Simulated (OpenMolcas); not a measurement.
## Computed levels of Kr2+

```
Program             : OpenMolcas
Method              : RASSCF
Basis               : ANO-RCC-VQZP [7s6p4d2f1g]
Scalar Hamiltonian  : DKH2, point nucleus
Active space        : 6 electrons in 9 orbitals (RAS2 4s 4p; RAS3 4d, at most 2 electrons)
State averaging     : 2S+1 = 3 even, 3 roots; 2S+1 = 1 even, 7 roots; 2S+1 = 3 odd, 3 roots; 2S+1 = 1 odd, 3 roots
Spin-orbit coupling : RASSI with atomic mean-field integrals over the reference wave functions, term energies averaged over their components
```

With spin-orbit coupling, above the lowest level:

```json
{"Configuration": "4s2 4p4", "Term": "3P", "J": "2", "E (cm-1)": "0.0", "Measured (cm-1)": "0.0", "Term weight %": "98"}
{"Configuration": "4s2 4p4", "Term": "3P", "J": "1", "E (cm-1)": "4031", "Measured (cm-1)": "4548", "Term weight %": "100"}
{"Configuration": "4s2 4p4", "Term": "3P", "J": "0", "E (cm-1)": "4938", "Measured (cm-1)": "5313", "Term weight %": "97"}
{"Configuration": "4s2 4p4", "Term": "1D", "J": "2", "E (cm-1)": "16586", "Measured (cm-1)": "14644", "Term weight %": "98"}
{"Configuration": "4s2 4p4", "Term": "1S", "J": "0", "E (cm-1)": "34359", "Measured (cm-1)": "33080", "Term weight %": "97"}
{"Configuration": "4s 4p5", "Term": "3P*", "J": "2", "E (cm-1)": "115119", "Measured (cm-1)": "115931", "Term weight %": "100"}
{"Configuration": "4s 4p5", "Term": "3P*", "J": "1", "E (cm-1)": "118371", "Measured (cm-1)": "119380", "Term weight %": "99"}
{"Configuration": "4s 4p5", "Term": "3P*", "J": "0", "E (cm-1)": "120237", "Measured (cm-1)": "121543", "Term weight %": "100"}
```

Against the 7 measured excited levels shown (Saloman, J. Phys. Chem. Ref. Data 36, 215 (2007)) the mean absolute deviation is 1000 cm-1; the largest miss in energy is 4s2 4p4 1D2: computed 16586, measured 14644 cm-1 (+13.3 %).

Spin-orbit coupling puts the lowest level 2219 cm-1 below the lowest spin-free term.

For 3P the intervals divided by the larger J are -906.8, -2015.7 cm-1. Landé's interval rule makes them equal in pure LS coupling; they differ by 76 % of their mean. The multiplet is inverted.

The run also gave levels led by 4s2 4p3 4d, which use shells meant for correlation; these and all levels above them are left out. Some terms mix strongly with configurations of 4d, whose occupation reaches 0.25 (4s 4p5 3P*). Measured partners are found by configuration, term and J. A level has none where our copy of the source lacks it or the pairing is in doubt (some pairs that miss far off the trend of their configuration count as doubtful), and it then counts in no deviation. Levels of configurations outside the active space are missing. The first state left out of the spin-orbit step lies near 160000 cm-1 above the lowest spin-free state of the reference (among the parities and spins computed), and the list stops at four fifths of that energy or lower.

The term weight is that of the spin-free term in the level, not the purity of its configuration. * marks odd parity.
